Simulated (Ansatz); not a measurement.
Geometry optimisation, Ansatz 0.2.0, RKS PBE/def2-SVP.

input.yaml

```yaml
crystal:
  periodic: [false, false, false]
  atoms:
    - { symbol: Hf, position_ang: [0.0, 0.0, 0.0] }
    - { symbol: "N", position_ang: [0.0, 0.0, 2.56] }
    - { symbol: H, position_ang: [-0.877, -0.2713, 3.09] }
    - { symbol: H, position_ang: [0.877, 0.2713, 3.09] }
    - { symbol: Cl, position_ang: [2.3764, 0.0, -0.8392] }
    - { symbol: Cl, position_ang: [-1.1869, 2.0563, -0.8392] }
    - { symbol: Cl, position_ang: [-1.1869, -2.0563, -0.8392] }
    - { symbol: Br, position_ang: [1.5658, -2.3777, 0.946] }
    - { symbol: H, position_ang: [0.7644, -1.1607, 2.2892] }
basis:
  gaussian: { orbitals: def2-SVP }
hamiltonian:
  xc: pbe
relax:
  f_tol: 0.15
  max_steps: 25
  restrain:
    - { distance: [0, 7], at: 3.9, k: 30.0 }
    - { distance: [8, 1], at: 2.26, k: 30.0 }
    - { distance: [0, 1], at: 2.21, k: 30.0 }
    - { distance: [8, 7], at: 1.55, k: 30.0 }
```

Command:

```bash
$ ansatz run input.yaml --threads 4 --pin off --max-ram 5120MiB --backend cpu --events-out ev --progress --plain --runs-dir out
```

Problem. Where does it end, and by what steps?

Solution. The run converged. The restraints hold the end off the free minimum; the threshold counts their pulls, which the force column leaves out. Restrained pairs: Hf1–Br8 (3.00 → 3.90 Å), N2–H9 (1.42 → 2.25 Å), Hf1–N2 (2.56 → 2.15 Å), Br8–H9 (1.98 → 1.51 Å). After 7 steps the energy has fallen by 1.880 eV (the restraints' own energy left out); Br8 moved furthest, 0.89 Å.

```tsv
step	energy less start (eV)	largest force component (eV/Å)	accepted
0	0.0000	2.336	yes
1	0.3291	2.851	yes
2	0.2381	3.616	yes
3	-0.5434	3.149	yes
4	-1.5598	1.357	yes
5	-1.7681	1.795	yes
6	-1.8492	1.622	yes
7	-1.8796	1.809	yes
```

```xyz
9
Properties=species:S:1:pos:R:3
Hf -0.026 0.105 0.064
N -0.017 0.098 2.216
H -0.833 -0.129 2.797
H 0.674 0.600 2.785
Cl 2.158 0.396 -0.748
Cl -1.240 1.999 -0.596
Cl -1.264 -1.722 -0.742
Br 1.827 -3.007 1.515
H 1.053 -1.880 2.167
```

Run time: 20 s on 4 threads of Arm Neoverse V2, with other jobs on the host, peak memory 0.25 GiB.
